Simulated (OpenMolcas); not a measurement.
C, Si, Ge, Sn, Pb: ns² np² down the group

```json
{
 "Program": "OpenMolcas",
 "Method": "CASSCF",
 "Basis": "ANO-RCC-VQZP",
 "Scalar Hamiltonian": "DKH2, point nucleus",
 "Spin-orbit coupling": "RASSI with atomic mean-field integrals over the reference wave functions, term energies averaged over their components"
}
```

Active space for each ion: 4 electrons in 8 orbitals (s p s p).

Computed levels in cm-1 above ³P₀:

```tsv
Level	C	Si	Ge	Sn	Pb
³P₁	14.8	62.1	453	1374	6239
³P₂	44.1	181	1172	2981	9716
¹D₂	11976	8236	8953	9933	19284
¹S₀	18840	14140	15615	16252	26720
weight of ³P in the lowest level (%)	100	100	100	97	88
```

Mixed levels, with the weight of the term that names them: Pb ³P₂ (72 %), Pb ¹D₂ (72 %).

Measured, with the error of the calculation in %. Measured levels: C, Si, Ge, Sn, Pb from NIST Handbook of Basic Atomic Spectroscopic Data.

```json
{"Level": "³P₁", "C": "16.4 (-10.1)", "Si": "77.1 (-19.5)", "Ge": "557 (-18.8)", "Sn": "1692 (-18.8)", "Pb": "7819 (-20.2)"}
{"Level": "³P₂", "C": "43.4 (+1.5)", "Si": "223 (-18.8)", "Ge": "1410 (-16.9)", "Sn": "3428 (-13.0)", "Pb": "10650 (-8.8)"}
{"Level": "¹D₂", "C": "10193 (+17.5)", "Si": "6299 (+30.8)", "Ge": "7125 (+25.7)", "Sn": "8613 (+15.3)", "Pb": "21458 (-10.1)"}
{"Level": "¹S₀", "C": "21648 (-13.0)", "Si": "15394 (-8.1)", "Ge": "16367 (-4.6)", "Sn": "17162 (-5.3)", "Pb": "29467 (-9.3)"}
```

The fine-structure level ³P₂ changes by a factor of 220 from C to Pb.

Without spin-orbit coupling ¹D lies 11947, 8113, 8087, 7379, 7316 cm-1 above ³P in that order; the difference to the level ¹D₂, of either sign, comes from spin-orbit coupling, which also lowers the zero.

Without dynamic correlation excited terms often stand tens of per cent too high (terms of higher spin than the ground term too low), and those without a measured partner can miss by more than the paired ones (holds for C; Si; Ge). The run also gave levels led by 2s² 2p 3s, which use shells meant for correlation; these and all levels above them are left out (holds for C). Active for correlation alone: 4p 4s; no level in the range computed is led by a configuration that fills them, so any true level of that kind is missing (holds for Si). Active for correlation alone: 5p 5s; no level in the range computed is led by a configuration that fills them, so any true level of that kind is missing (holds for Ge). Active for correlation alone: 6p 6s; no level in the range computed is led by a configuration that fills them, so any true level of that kind is missing (holds for Sn). Some high roots are left out of the spin-orbit mixing, which shifts the levels that they would mix with (holds for Pb). Active for correlation alone: 7p 7s; no level in the range computed is led by a configuration that fills them, so any true level of that kind is missing (holds for Pb). Computed and measured levels are paired by configuration, term and J; levels that our copy of the source lacks, or whose pairing is in doubt (as where it misses far off the trend of its configuration), stay unpaired and out of the deviations. Where the source uses jj or jK labels, the order within each J decides. Only configurations of the active space appear.
